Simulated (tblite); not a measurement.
Compound: C3H9BO3Si2.
Bonds: Si1–O2, O2–B3, B3–O4, O4–C5, C5–O6, O6–C7, C7–C8 (double), C8–Si9, B3–C8. Hydrogens: H10, H11, H12 on Si1; H13, H14 on C5; H15 on C7; H16, H17, H18 on Si9.

Computed with GFN2-xTB (tblite), gas phase: L-BFGS steps from a force-field or distance-geometry start until the largest atomic force falls under 0.01 eV/Å.

Step 17: E = -762.4156 eV
```
atom  x, y, z in Å  |  force x, y, z in eV/Å
Si1    -1.9447   -1.7398    0.1675   -0.054  -0.123   0.022
O2     -0.7364   -1.1798    1.0911   -0.124  -0.098   0.012
B3     -0.1982    0.0290    0.8746    0.067   0.059   0.112
O4     -0.9379    1.1360    1.2575    0.050  -0.140  -0.058
C5     -0.9498    2.1658    0.3376   -0.042   0.061   0.024
O6      0.2804    2.4799   -0.2618   -0.085   0.067  -0.081
C7      1.1412    1.4584   -0.5093    0.234   0.022   0.004
C8      1.0728    0.2302    0.0062   -0.252  -0.026   0.141
Si9     2.2686   -1.1551   -0.3906   -0.133   0.120  -0.018
H10    -2.0515   -3.0254    0.8334   -0.185  -0.097  -0.104
H11    -1.4844   -1.7309   -1.2313    0.011  -0.180   0.000
H12    -3.1352   -0.8684    0.1340    0.064  -0.143   0.187
H13    -1.3121    3.0669    0.8369    0.102   0.186   0.051
H14    -1.6772    1.8892   -0.4552    0.066   0.107  -0.144
H15     1.9243    1.7805   -1.1765    0.165   0.217  -0.083
H16     3.5376   -0.5575   -0.7882    0.154   0.072  -0.044
H17     1.7367   -1.9445   -1.4984   -0.052  -0.090  -0.127
H18     2.4570   -2.0283    0.7610    0.013  -0.012   0.108
```

Step 18: E = -762.4304 eV
```
atom  x, y, z in Å  |  force x, y, z in eV/Å
Si1    -1.9482   -1.7569    0.1760   -0.088  -0.107  -0.100
O2     -0.7337   -1.1790    1.0773   -0.165  -0.096   0.020
B3     -0.2063    0.0345    0.8547    0.038  -0.108   0.211
O4     -0.9478    1.1327    1.2354   -0.105  -0.032  -0.068
C5     -0.9503    2.1821    0.3361    0.044   0.030   0.025
O6      0.2899    2.4899   -0.2472    0.007  -0.014  -0.150
C7      1.1461    1.4606   -0.5033    0.206   0.085   0.056
C8      1.0702    0.2290    0.0065   -0.117   0.107  -0.041
Si9     2.2690   -1.1535   -0.3945   -0.120   0.119  -0.009
H10    -2.0430   -3.0313    0.8609   -0.181  -0.132  -0.093
H11    -1.5194   -1.7576   -1.2376    0.041  -0.193   0.077
H12    -3.1509   -0.9030    0.1282    0.067  -0.119   0.229
H13    -1.2960    3.0797    0.8595    0.074   0.089  -0.046
H14    -1.6721    1.9245   -0.4736    0.099   0.171   0.001
H15     1.9386    1.7836   -1.1606    0.119   0.221  -0.061
H16     3.5398   -0.5542   -0.7884    0.126   0.071  -0.047
H17     1.7415   -1.9510   -1.4987   -0.054  -0.074  -0.125
H18     2.4638   -2.0240    0.7577    0.008  -0.019   0.120
```

Task: Estimate the geometry and energy of step 19. (The exact step hangs on the optimiser's Hessian estimate; all steps are aligned on step 18, rigid shifts and turns removed.)

Result: E = -762.4476 eV, largest force 0.351 eV/Å
```
atom  x, y, z in Å  |  force x, y, z in eV/Å
Si1    -1.9528   -1.7768    0.1833   -0.097  -0.101  -0.186
O2     -0.7342   -1.1796    1.0638   -0.177  -0.074   0.027
B3     -0.2143    0.0383    0.8386   -0.029  -0.248   0.246
O4     -0.9594    1.1292    1.2115   -0.257   0.097  -0.063
C5     -0.9501    2.1994    0.3348    0.140  -0.004   0.006
O6      0.2993    2.4997   -0.2356    0.117  -0.078  -0.191
C7      1.1548    1.4650   -0.4961    0.118   0.142   0.103
C8      1.0654    0.2296    0.0067    0.082   0.225  -0.223
Si9     2.2672   -1.1498   -0.3989   -0.050   0.065  -0.006
H10    -2.0395   -3.0404    0.8856   -0.167  -0.164  -0.077
H11    -1.5537   -1.7891   -1.2425    0.074  -0.199   0.136
H12    -3.1650   -0.9409    0.1279    0.037  -0.074   0.257
H13    -1.2773    3.0949    0.8819    0.048  -0.036  -0.149
H14    -1.6646    1.9632   -0.4930    0.114   0.225   0.158
H15     1.9554    1.7917   -1.1452    0.054   0.190  -0.007
H16     3.5443   -0.5496   -0.7893    0.037   0.045  -0.033
H17     1.7452   -1.9591   -1.5016   -0.036  -0.022  -0.077
H18     2.4707   -2.0193    0.7565   -0.007   0.012   0.079
```

The energy changes by -0.0171 eV. The first-order estimate −F·Δx gives -0.0226 eV and the mean of the old and new forces, exact on a quadratic surface, -0.0171 eV. The step makes an angle of 74° with the force vector and moves no atom by more than 0.047 Å.

The cost below is that of the whole relaxation. On an Arm Neoverse N1 with one thread, no GPU, shared host with 64 logical CPUs at a one-minute load of 58, this took 2.2 s of wall time.
